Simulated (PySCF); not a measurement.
NO (SMILES [N]=O), doublet, at a GFN2-xTB geometry. Base run: MP2/6-311G** (PySCF).

Input for PySCF:
```python
from pyscf import gto, scf, mp

mol = gto.Mole()
mol.atom = '''
    N    -0.00000000   -0.00000000   -0.61623737
    O     0.00000000    0.00000000    0.53920770
'''
mol.basis = '6-311g**'
mol.spin = 1
mol.verbose = 5
mol.build()

mf = scf.UHF(mol)
mf.kernel()

pt = mp.MP2(mf, frozen=2)
pt.kernel()
print('E(MP2) = %.10f' % pt.e_tot)
```

Each row names what was changed in the base input (with any setting that the change needs).

```csv
change,basis functions,E (Eh),MP2 correlation (Eh),SCF-reference HOMO (eV),SCF-reference dipole (D)
base,36,-129.61561,-0.33570,-11.60,0.31
basis = 6-31G,18,-129.38616,-0.21198,-12.02,0.40
basis = 3-21G,18,-128.71391,-0.21403,-11.50,0.38
basis = def2-SV(P),28,-129.45403,-0.31400,-11.71,0.29
basis = def2-SVPD,43,-129.47285,-0.32664,-11.87,0.27
"basis = 6-311+G(2d,p)",54,-129.64838,-0.36124,-11.71,0.26
basis = cc-pVTZ,60,-129.69082,-0.39487,-11.62,0.27
basis = pc-2,60,-129.68204,-0.38501,-11.67,0.28
basis = pcseg-2,60,-129.68066,-0.38676,-11.69,0.28
basis = def2-TZVP,62,-129.69457,-0.39257,-11.68,0.26
basis = def2-TZVPP,62,-129.69457,-0.39257,-11.68,0.26
basis = cc-pVQZ,110,-129.72974,-0.42413,-11.68,0.26
basis = def2-QZVPP,114,-129.73006,-0.42263,-11.69,0.26
```

Totals compare only among sets that treat the same electrons; sets with core potentials leave the core out.

Open shells are given as the SCF converged; they aren't shown to be the lowest states, and a large step between rows can be another state.
